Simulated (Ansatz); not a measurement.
All numbers were calculated with Ansatz.

`C#[C][AlH][F]`. Charge 0, multiplicity 1. All single points use the PBE0-D4/def2-TZVP geometry.

```xyz
6

C     0.431    1.711   -0.554
C     0.155    0.592   -0.187
Al   -0.325   -1.159    0.351
F     0.659   -1.923    1.426
H     0.678    2.699   -0.875
H    -1.597   -1.919   -0.161
```

Q: What is the dipole moment at ωB97M-V/def2-TZVPP? (Best estimate.)

A: The calculation gave: 1.77 D, with components (-0.59, 1.28, -1.06) D in this frame, pointing from negative to positive charge.

Q: And with PBE, r2SCAN, B3LYP? (Best estimate.)

A: The calculation gave: PBE 1.75 D, r2SCAN 1.81 D, B3LYP 1.81 D.

Q: Give the Mulliken charges with ωB97M-V, B3LYP, r2SCAN in def2-TZVPP. (An estimate is asked.)

A: The calculation gave: 
```
atom  ωB97M-V  B3LYP  r2SCAN
  C1     0.05   0.08   -0.05
  C2    -0.56  -0.58   -0.50
 Al3     0.71   0.73    0.81
  F4    -0.34  -0.35   -0.35
  H5     0.23   0.25    0.22
  H6    -0.10  -0.13   -0.14
```

B3LYP here is the variant with VWN-RPA as its local correlation; programs differ in this.
